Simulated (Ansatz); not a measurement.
`C/C=C(\O)[SiH3]` and `C/C=C(\N)O` differ in one atom or group (the configuration at the double bond changes too).

Ansatz, PBE0-D4/def2-TZVP geometries, multiplicity 1. Each molecule was computed in one conformer, which needn't be the lowest.

| property | `C/C=C(\O)[SiH3]` |
| --- | --- |
| HOMO energy (PBE/def2-TZVPP) / eV | -5.40 |
| HOMO energy (ωB97M-V/def2-TZVPP) / eV | -8.77 |
| HOMO–LUMO gap (ωB97M-V/def2-TZVPP) / eV | 10.51 |
| HOMO–LUMO gap (B3LYP/def2-TZVPP) / eV | 6.22 |
| size of the dipole moment (B3LYP/def2-TZVPP) / D | 0.59 |
| size of the dipole moment (ωB97M-V/def2-TZVPP) / D | 0.62 |

Give the same properties after the change, and the shifts. (Estimate.)

The calculation gave: 
```json
{"property": "HOMO energy (PBE/def2-TZVPP) / eV", "`C/C=C(\\N)O`": "-4.67", "shift": "0.73"}
{"property": "HOMO energy (ωB97M-V/def2-TZVPP) / eV", "`C/C=C(\\N)O`": "-8.03", "shift": "0.74"}
{"property": "HOMO–LUMO gap (ωB97M-V/def2-TZVPP) / eV", "`C/C=C(\\N)O`": "10.28", "shift": "-0.23"}
{"property": "HOMO–LUMO gap (B3LYP/def2-TZVPP) / eV", "`C/C=C(\\N)O`": "6.11", "shift": "-0.11"}
{"property": "size of the dipole moment (B3LYP/def2-TZVPP) / D", "`C/C=C(\\N)O`": "2.05", "shift": "1.46"}
{"property": "size of the dipole moment (ωB97M-V/def2-TZVPP) / D", "`C/C=C(\\N)O`": "2.06", "shift": "1.44"}
```

Dipoles are sizes alone; their direction can turn.

B3LYP here is the variant with VWN-RPA as its local correlation; programs differ in this.
